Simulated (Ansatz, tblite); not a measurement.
Adding an electron: K3⁺. Charge 1, multiplicity 1. Geometry: PBE/def2-TZVP. Ansatz, gas phase; energy differences of separate SCF runs; the reduced species was run as a doublet alone.

```xyz
3

K    -1.244    0.340    2.188
K     1.227    1.944   -1.078
K     0.017   -2.284   -1.110
```

The xTB rows come from tblite. HOMO above LUMO, or a gap near zero within one spin, warns that the state may not be the lowest or that an electron is smeared out. The structure comes from a short search, and lower isomers may exist.

(1) Estimate orbital energies and vertical electron affinities at: GFN1-xTB; GFN2-xTB; PBE/def2-TZVP; r2SCAN/def2-TZVP; PBE0/def2-TZVP.

## Answers

(1) 
| level | −HOMO (eV) | −LUMO (eV) | vertical EA (eV) | HOMO–LUMO gap (eV) | remarks |
| --- | --- | --- | --- | --- | --- |
| GFN1-xTB | 13.28 | 10.15 | 9.21 | 3.13 | – |
| GFN2-xTB | 9.91 | 8.28 | 5.79 | 1.63 | – |
| PBE/def2-TZVP | 6.00 | 4.70 | 3.35 | 1.30 | gap within one spin near zero (doublet) |
| r2SCAN/def2-TZVP | 5.81 | 4.33 | 3.28 | 1.48 | spin-contaminated (⟨S²⟩ 0.91) (doublet) |
| PBE0/def2-TZVP | 6.36 | 4.19 | 3.28 | 2.17 | – |

  Raw xTB energy differences between charge states are shifted by several eV; the methods need an empirical correction for them.
